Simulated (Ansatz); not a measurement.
Ti(OH)4 (TiO4H4). The state is a singlet with charge 0. Geometry relaxed at PBE-D4/def2-SVP.

Cartesian coordinates in Å:
```
Ti -0.0002 0.0006 0.0011
O 0.7649 -1.0096 1.2916
H 0.4697 -1.8973 1.5591
O -0.9958 1.3146 0.7454
H -0.9411 1.6013 1.6737
O -1.0892 -1.0170 -1.0232
H -0.8795 -1.3414 -1.9163
O 1.3193 0.7136 -1.0102
H 1.3519 1.6352 -1.3211
```

(1) Estimate the harmonic wavenumbers at RKS PBE-D4/def2-SVP (Ansatz, unscaled). Is this a minimum?

## Answers

(1) 168, 169, 175, 177, 223, 237, 261, 262, 312, 470, 470, 491, 502, 690, 755, 777, 777, 3768, 3769, 3769, 3775 cm⁻¹. Yes, no mode is imaginary beyond noise. Zero-point energy 131.6 kJ/mol. Hardware: 4 threads of Arm Neoverse V2 on a shared host. Wall time 36 s.
